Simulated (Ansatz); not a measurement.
Bond stretch in BrLi, singlet.

Method: full CI/cc-pVDZ, cores with 3d frozen run with Ansatz (a quantum-chemistry and plane-wave program).

Problem. Relative to R = 2.24 Å, what are the energies at R = 2.50, 2.94, 3.34, 4.00 Å?

Solution. 18.3 kJ/mol at 2.50 Å, 85.9 kJ/mol at 2.94 Å, 152.6 kJ/mol at 3.34 Å, 246.3 kJ/mol at 4.00 Å.
